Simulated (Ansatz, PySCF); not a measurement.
System: AlS, net charge 0, doublet state. SMILES: [Al][S]
Geometry from a B3LYP-D3(BJ)/def2-TZVP (Ansatz, a quantum-chemistry and plane-wave program) optimisation:
```xyz
2

Al     0.0000     0.0000    -1.1286
S      0.0000     0.0000     0.9170
```
Charge 0, spin multiplicity 2.

Wanted: atomisation energy, in kcal/mol. Conventions: non-relativistic; valence correlation only; spin-orbit terms left out; six Cartesian d functions in 6-31G* and its kin unless marked 5d; UHF or UKS for open shells; 6-311+G** with 5d, 6d on Na to Ar in Ansatz; atomisation electronic, to ground-state atoms; LANL2DZ with its own core potentials from Na on. Basis-set limits of correlation are two-point, X^-3; Hartree-Fock from the larger set (for Q and 5 zeta extrapolated as (X+1)exp(-9√X)). First-principles rows: single points at B3LYP-D3(BJ) geometries (Ansatz).

Coupled cluster (Ansatz) is a level with limits of its own, used here on species with T1 under 0.025 (0.045 for open shells) and stable references: CCSD(T)/CBS(cc-pV(Q+d)Z,cc-pV(5+d)Z).

Value to compare with, CCSD(T)/CBS(cc-pV(Q+d)Z,cc-pV(5+d)Z) (Ansatz): 98.3 kcal/mol.

```csv
level,program,atomisation energy (kcal/mol),difference
HF/3-21G,Ansatz,39.6,-58.7
HF/LANL2DZ,Ansatz,34.7,-63.6
HF/6-311+G**,Ansatz,55.6,-42.7
PBE/STO-3G,Ansatz,149.0,50.7
PBE/6-311+G**,Ansatz,99.8,1.5
BLYP/6-31G*,Ansatz,93.5,-4.8
BP86/def2-SVP,PySCF,101.0,2.7
B3LYP/STO-3G,Ansatz,134.6,36.3
B3LYP/3-21G,Ansatz,80.8,-17.5
B3LYP/6-31G,Ansatz,76.5,-21.8
B3LYP/6-31G*,Ansatz,91.2,-7.1
B3LYP/def2-SVP,Ansatz,93.5,-4.8
B3LYP/6-311+G**,Ansatz,91.4,-6.9
MP2/LANL2DZ,Ansatz,60.5,-37.8
wB97M-V/def2-TZVPD,Ansatz,97.8,-0.5
wB97X-V/def2-TZVPD,Ansatz,96.3,-2.0
```

Among the 14 habitual levels, HF/LANL2DZ lies farthest from CCSD(T)/CBS(cc-pV(Q+d)Z,cc-pV(5+d)Z) (Ansatz) (-63.6 kcal/mol) and PBE/6-311+G** nearest (1.5); 4 of 14 lie above it, and their mean absolute difference is 25.5 kcal/mol, the median 19.6. One case shows no general order.

The levels are drawn from those run, B3LYP/6-31G* more often than the rest, none by its result; left out are runs that failed, that the program found above a lower state of the same kind, or whose <S^2> lies over 0.5 above the pure value.
